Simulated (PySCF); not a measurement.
# Molecular orbitals of PmC

PBE0 at R = 2.381 Å; Pm x2c-SVPall, C x2c-SVPall; spin-free X2C with a Gaussian nucleus (PySCF 2.14). State: sextet, about 4.7 electrons in the 4f shell (Mulliken), real f orbitals that mix terms, a second solution, started from another occupation. Only the outer orbitals are listed, counted within each symmetry.

```
spin  orbital  occ.  ε (eV)  on Pm (%)            main shells (%)
   α      13σ     1  -11.68         15                     85 C s
   α      14σ     1   -6.75         98                    97 Pm f
   α       1φ     1   -6.67        100                   100 Pm f
   α       3δ     1   -6.50        100                   100 Pm f
   α       7π     1   -5.95        100                    99 Pm f
   α      15σ     1   -4.81         41   56 C p, 17 Pm f, 16 Pm d
   α      16σ     1   -4.22         98           56 Pm f, 37 Pm s
   α       7π     1   -3.57         57            54 Pm d, 43 C p
   α      17σ     0   -2.10         91  41 Pm s, 27 Pm f, 16 Pm d
   α       8π     0   -1.45         72            72 Pm d, 28 C p
   α       3δ     0   -0.79        100                    98 Pm d
   β       6π     1  -23.32        100                   100 Pm p
   β       6π     1  -23.04        100                   100 Pm p
   β      12σ     1  -22.90         97                    98 Pm p
   β      13σ     1  -12.19         10                     90 C s
   β       7π     1   -4.72         21            79 C p, 17 Pm d
   β       7π     1   -3.97         26            74 C p, 21 Pm d
   β      14σ     0   -1.93         93            81 Pm s, 9 Pm p
   β      15σ     0   -0.87         49            49 C p, 37 Pm d
   β       3δ     0   -0.14        100                   100 Pm d
```

Question: Which are the highest filled and the lowest empty level, where do they sit, and how wide is the gap?

Answer: Highest filled α 7π at -3.57 eV (in %: 54 Pm d, 43 C p); lowest empty α 17σ at -2.10 eV (in %: 41 Pm s, 27 Pm f, 16 Pm d); the gap at PBE0 is 1.47 eV.

* bond order (Mayer): 1.96
* ⟨S²⟩: 9.870
* charge on Pm (Mulliken, basis-dependent): 0.38
* charge on Pm (Löwdin, basis-dependent): 0.22
* dipole moment (positive dipole means Pm(−)C(+)): -6.58 D

Spin–orbit coupling is left out.
